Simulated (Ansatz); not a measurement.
# Abstraction of H: GeH2(CH3)(SH) + SnH(CH3)(SiH3) → GeH(CH3)(SH) + SnH2(CH3)(SiH3)

Species: GeH2(CH3)(SH), singlet; SnH(CH3)(SiH3), doublet; GeH(CH3)(SH), doublet; SnH2(CH3)(SiH3), singlet. A radical takes H: the energy is the difference in strength between the Ge–H bond broken and the Sn–H bond made.

Shapes, held fixed at every level: PBE0-D4/def2-TZVP. Flexible molecules stand in one conformer, not always the lowest. Programs: Ansatz 0.2.0. The zero-point and thermal change to 298 K, harmonic and unscaled (PBE0-D4/def2-TZVP), is -2.7 kJ/mol.

```
              level                    kind  ΔH(298 K) (kJ/mol)  less CCSD(T)/def2-TZVPP
       MP2/def2-SVP     perturbation theory               +42.4                     +6.6
BHLYP-D4/def2-TZVPP           global hybrid               +34.7                     -1.1
 PBE0-D4/def2-TZVPP           global hybrid               +32.4                     -3.4
 wB97M-V/def2-TZVPP  range-separated hybrid               +32.7                     -3.1
 wB97X-V/def2-TZVPP  range-separated hybrid               +32.7                     -3.1
   CCSD(T)/def2-SVP   coupled cluster or CI               +39.5                     +3.7
      CCSD/def2-SVP   coupled cluster or CI               +40.5                     +4.7
 CCSD(T)/def2-TZVPP   coupled cluster or CI               +35.8                      0.0
```

The highest level, CCSD(T)/def2-TZVPP, gives ΔH(298 K) = +35.8 kJ/mol; the levels span +32.4 to +42.4. The column of differences is taken from that level and isn't an error. No measured value is set beside it here. Open shells run unrestricted. For atoms past krypton def2 sets carry core potentials with scalar relativity. Relativity is left out for Ge. Outer-core shells of Ge, Sn are correlated, in sets that cover them unevenly.
